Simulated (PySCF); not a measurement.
Isomers of C4H15FSi3, mass 166.047 u with the commonest isotopes. Method: PBE0/pcSseg-1 in PySCF (dipole) on a GFN2-xTB geometry, gas phase. One conformer each, none proved a minimum here; rigid rotors.

**Question.** Order these by rotational constant A, largest first.
A. `[CH3:1][CH2:2][Si@H:3]([CH2:4][SiH3:5])[SiH2:6][CH2:7][F:8]` with C1–C2–Si3–C4 -62°, C2–Si3–C4–Si5 171°, C2–Si3–Si6–C7 61°, Si3–Si6–C7–F8 49°
B. `[CH3:1][CH:2]([CH3:3])[CH2:4][SiH2:5][SiH2:6][SiH2:7][F:8]` with C1–C2–C4–Si5 70°, C2–C4–Si5–Si6 179°, C4–Si5–Si6–Si7 53°, Si5–Si6–Si7–F8 -22°
C. `[CH3:1][CH2:2][Si@H:3]([CH2:4][F:5])[CH2:6][SiH2:7][SiH3:8]` with C1–C2–Si3–C4 178°, C2–Si3–C4–F5 -72°, C2–Si3–C6–Si7 169°, Si3–C6–Si7–Si8 174°
D. `[F:1][CH2:2][CH2:3][C:4]([SiH3:5])([SiH3:6])[CH2:7][SiH3:8]` with F1–C2–C3–C4 76°, C2–C3–C4–Si5 178°, C3–C4–C7–Si8 -58°

**Answer.** B (1680 MHz), C (1500 MHz), D (1139 MHz), A (936.5 MHz).

**Question.** Order these by rotational constant B, largest first.
A. `[CH3:1][CH:2]([CH3:3])[CH2:4][SiH2:5][SiH2:6][SiH2:7][F:8]` with C1–C2–C4–Si5 70°, C2–C4–Si5–Si6 179°, C4–Si5–Si6–Si7 53°, Si5–Si6–Si7–F8 -22°
B. `[F:1][CH2:2][CH2:3][C:4]([SiH3:5])([SiH3:6])[CH2:7][SiH3:8]` with F1–C2–C3–C4 76°, C2–C3–C4–Si5 178°, C3–C4–C7–Si8 -58°
C. `[CH3:1][CH2:2][Si@H:3]([CH2:4][SiH3:5])[SiH2:6][CH2:7][F:8]` with C1–C2–Si3–C4 -62°, C2–Si3–C4–Si5 171°, C2–Si3–Si6–C7 61°, Si3–Si6–C7–F8 49°

**Answer.** B (974.6 MHz), C (862.7 MHz), A (525.8 MHz).

**Question.** Order these by out-of-plane moment Σ m c² = (Ia + Ib − Ic)/2, smallest first.
A. `[F:1][CH2:2][CH2:3][C:4]([SiH3:5])([SiH3:6])[CH2:7][SiH3:8]` with F1–C2–C3–C4 76°, C2–C3–C4–Si5 178°, C3–C4–C7–Si8 -58°
B. `[CH3:1][CH2:2][Si@H:3]([CH2:4][F:5])[CH2:6][SiH2:7][SiH3:8]` with C1–C2–Si3–C4 178°, C2–Si3–C4–F5 -72°, C2–Si3–C6–Si7 169°, Si3–C6–Si7–Si8 174°
C. `[CH3:1][CH:2]([CH3:3])[CH2:4][SiH2:5][SiH2:6][SiH2:7][F:8]` with C1–C2–C4–Si5 70°, C2–C4–Si5–Si6 179°, C4–Si5–Si6–Si7 53°, Si5–Si6–Si7–F8 -22°
D. `[CH3:1][CH2:2][Si@H:3]([CH2:4][SiH3:5])[SiH2:6][CH2:7][F:8]` with C1–C2–Si3–C4 -62°, C2–Si3–C4–Si5 171°, C2–Si3–Si6–C7 61°, Si3–Si6–C7–F8 49°

**Answer.** B (57.97 u·Å²), C (70.13 u·Å²), A (113.63 u·Å²), D (117.37 u·Å²).

```
                     SMILES  point group  Ia (u·Å²)  Ib (u·Å²)  Ic (u·Å²)      κ  μa (D)  μb (D)  μc (D)
FCCC([SiH3])([SiH3])C[SiH3]           C1     443.58     518.57     734.91   0.27    1.01    0.79    0.67
  CC(C)C[SiH2][SiH2][SiH2]F           C1     300.75     961.09    1121.59  -0.88    0.12    0.89    0.41
  CC[Si@H](CF)C[SiH2][SiH3]           C1     336.92     958.76    1179.74  -0.82    0.98    1.01    0.87
  CC[Si@H](C[SiH3])[SiH2]CF           C1     539.65     585.79     890.70   0.60    0.15    1.70    0.13
```
